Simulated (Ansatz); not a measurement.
Single points on Ca3Te2.

```yaml
crystal:
  periodic: [false, false, false]
  atoms:
    - {symbol: Ca, position_ang: [0.123094, -1.613386, -1.317862]}
    - {symbol: Ca, position_ang: [1.651432, 1.245006, 0.278076]}
    - {symbol: Ca, position_ang: [-1.772897, 0.368186, 1.038939]}
    - {symbol: Te, position_ang: [-0.678534, 1.256838, -1.601445]}
    - {symbol: Te, position_ang: [0.676905, -1.256644, 1.602282]}
basis:
  gaussian: {orbitals: def2-TZVP, initial_orbitals: start.molden}
magnetization: {spin_polarized: true, initial_magnetization: 0}
hamiltonian: {xc: pbe, dispersion: d4}
scf: {omitted_lower_state_checks: [starts]}
output: {orbitals: {seedname: orbitals}}
```

The file start.molden holds the orbitals of an earlier run on this structure, at another level or in another basis.

```sh
$ ansatz run in.yaml --threads 2 --pin off --events-out ev --progress --plain --max-ram 32768MiB --backend cpu
```

Shortened log:

```
Functional definition: PBE
1873 factors; their error is unknown
mean field evaluation 1: about -69888.6420 eV, gradient 6.9e0 eV
mean field evaluation 2: about -69888.7978 eV, gradient 2.8e-1 eV
mean field evaluation 4: about -69888.4563 eV, gradient 5.2e-1 eV
mean field evaluation 8: about -69888.4584 eV, gradient 1.1e-4 eV
mean field evaluation 16: about -69888.4584 eV, gradient 2.1e-5 eV
mean field -69888.45839285 eV, -2568.3534738388 hartree, gradient 5.9e-6 eV, S^2 0.000000; 0 other end points of the search recorded, 0 dependent functions left out
reference -69888.45843191 eV, -2568.3534752740 hartree; 54, 54 occupied and 154, 154 virtual orbitals, 1873 factors
Total energy: -69888.76790877 eV, -2568.3648483390 hartree
Checks for a lower state left out: starts
```

It took 14 s on 2 threads of AMD EPYC 7R13 on a shared host.

First input, but with `hamiltonian: {xc: r2scan, dispersion: d4}` (abridged; 63 s):

```
Functional definition: r2SCAN
mean field evaluation 16: about -69909.6658 eV, gradient 9.7e-6 eV
mean field -69909.66584735 eV, -2569.1328334165 hartree, gradient 9.7e-6 eV, S^2 0.448692
Total energy: -69909.71873383 eV, -2569.1347769591 hartree
Checks for a lower state left out: starts
```

First input, but with `hamiltonian: {xc: pbe0, dispersion: d4}` (abridged; 43 s):

```
Functional definition: PBE0
mean field -69893.04602501 eV, -2568.5220662109 hartree, gradient 6.4e-6 eV, S^2 0.176825
Total energy: -69893.31485299 eV, -2568.5319454570 hartree
Checks for a lower state left out: starts
```

Geometry: PBE-D4/def2-SVP, that of the neutral singlet.

In the def2 sets Te takes a core potential; there is no spin–orbit coupling. At r2SCAN-D4/def2-TZVP, PBE0-D4/def2-TZVP the unrestricted singlet has broken spin symmetry (⟨S²⟩ up to 0.45). The structure comes from a short search, and lower isomers may exist.
